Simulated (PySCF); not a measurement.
Cl (chlorine, neutral): UHF calculation

Configuration: [Ne] 3s2 3p5, 2P determinant. All numbers are calculated (PySCF 2.14, the spin-free X2C one-electron Hamiltonian (Gaussian nucleus), in aug-cc-pVTZ-DK).

```json
{
  "Total energy": "-460.894773 hartree",
  "One-electron energy": "-636.7751 hartree",
  "Hartree (Coulomb) energy": "203.5588 hartree",
  "Exchange energy": "-27.6785 hartree",
  "⟨S²⟩": "0.7600",
  "⟨L²⟩": "2.038",
  "Sum of ⟨r⟩": "15.80 bohr",
  "Sum of ⟨r²⟩": "27.60 bohr²",
  "Traceless quadrupole moment −½Σ⟨3z² − r²⟩ along its main axis": "1.65 e·bohr²",
  "Langevin diamagnetic susceptibility": "-21.9 ×10⁻⁶ cm³/mol"
}
```

| shell | electrons | mean orbital energy (eV) | spread (eV) | rms radius, mean of both spins (bohr) |
| --- | --- | --- | --- | --- |
| 1s α | 1 | -2864.4 | 0 | 0.105 |
| 1s β | 1 | -2864.1 | 0 | 0.105 |
| 2s α | 1 | -290.60 | 0 | 0.479 |
| 2s β | 1 | -290.29 | 0 | 0.479 |
| 2p α | 3 | -219.95 | 0.668 | 0.451 |
| 2p β | 3 | -219.40 | 0.513 | 0.451 |
| 3s α | 1 | -31.102 | 0 | 1.67 |
| 3s β | 1 | -27.792 | 0 | 1.67 |
| 3p α | 3 | -14.383 | 2.147 | 2.02 |
| 3p β | 2 | -13.071 | 0 | 2.02 |

Densities and radii are taken from the X2C orbitals without a picture-change correction, which distorts them close to the nucleus.

Spin-orbit constants ζ (cm⁻¹) from the X2C one-electron operator on these orbitals: bare nucleus, nucleus screened by l(l+1)(2l+1)/3 electrons, and screened by the Breit-Pauli mean field of the electrons.

```json
{"shell": "2p", "bare": "9970", "screened nucleus": "8797", "mean field": "8260"}
{"shell": "3p", "bare": "691.0", "screened nucleus": "609.7", "mean field": "564.5"}
```

To first order the Landé constant is A = -564.5 cm⁻¹, so the lowest level has J = 3/2 and lies 0.0350 eV below the centre of the term.
